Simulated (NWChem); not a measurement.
System: bromotrifluoromethane (CBrF₃); SMILES FC(Br)(F)F

NWChem input:

```
start job
memory heap 200 mb stack 900 mb global 1100 mb
geometry units angstroms noautoz
  F      0.875682     0.875682    -1.268664
  C      0.000000     0.000000    -0.818225
  F      0.320522    -1.196203    -1.268664
  F     -1.196203     0.320522    -1.268664
  Br     0.000000     0.000000     1.112917
end
basis spherical
  * library sto-3g
end
dft
  xc b3lyp
  iterations 150
  mulliken
end
task dft energy
```

Coordinates come from a PBE0/def2-SVP optimisation.

Give the results of this calculation. (B3LYP/STO-3G.) Quantities: basis functions; energy (Ha); highest occupied level (eV); orbital gap (eV); dipole (D).


```
Property                        Value
---------------------------  --------
number of basis functions          38
energy (Ha)                  -2878.77
highest occupied level (eV)     -5.25
orbital gap (eV)                 9.07
dipole (D)                       1.01
```
